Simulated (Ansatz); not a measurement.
`C[O][Y]([NH2])[O]C`. Charge 0, multiplicity 1. Y: def2 effective core potential. Geometry: relaxed with PBE0-D4/def2-TZVP. It is one conformer, not always the lowest.

```xyz
14

C     1.835    0.597    2.507
O     0.883    0.586    1.503
Y    -0.439    0.427   -0.031
N    -1.972    1.936   -0.163
O    -0.439   -1.020   -1.456
C    -0.365   -2.042   -2.387
H     1.374    0.742    3.494
H     2.559    1.410    2.363
H     2.401   -0.344    2.543
H    -2.109    2.721    0.463
H    -2.702    2.003   -0.862
H     0.542   -1.960   -3.002
H    -1.226   -2.028   -3.068
H    -0.343   -3.028   -1.903
```

Problem. What is the dipole moment at r2SCAN/def2-TZVPP? (Best estimate.)

Solution. Computed: 0.19 D, with components (0.13, -0.14, 0.01) D in this frame, pointing from negative to positive charge.

Problem. And with PBE, B3LYP, ωB97M-V? (An estimate is asked.)

Solution. The calculation gave: PBE 0.18 D, B3LYP 0.23 D, ωB97M-V 0.27 D.

Problem. Give the Mulliken charges with r2SCAN, ωB97M-V, PBE in def2-TZVPP. (An estimate is asked.)

Solution. The calculation gave: 
| atom | r2SCAN | ωB97M-V | PBE |
| --- | --- | --- | --- |
| C1 | 0.04 | -0.15 | -0.11 |
| O2 | -0.59 | -0.55 | -0.50 |
| Y3 | 1.24 | 1.14 | 1.05 |
| N4 | -0.59 | -0.48 | -0.53 |
| O5 | -0.60 | -0.55 | -0.50 |
| C6 | 0.05 | -0.15 | -0.11 |
| H7 | 0.04 | 0.10 | 0.08 |
| H8 | 0.03 | 0.10 | 0.08 |
| H9 | 0.03 | 0.10 | 0.08 |
| H10 | 0.12 | 0.08 | 0.11 |
| H11 | 0.12 | 0.08 | 0.11 |
| H12 | 0.03 | 0.10 | 0.08 |
| H13 | 0.04 | 0.10 | 0.08 |
| H14 | 0.03 | 0.10 | 0.08 |

B3LYP here is the variant with VWN-RPA as its local correlation; programs differ in this.
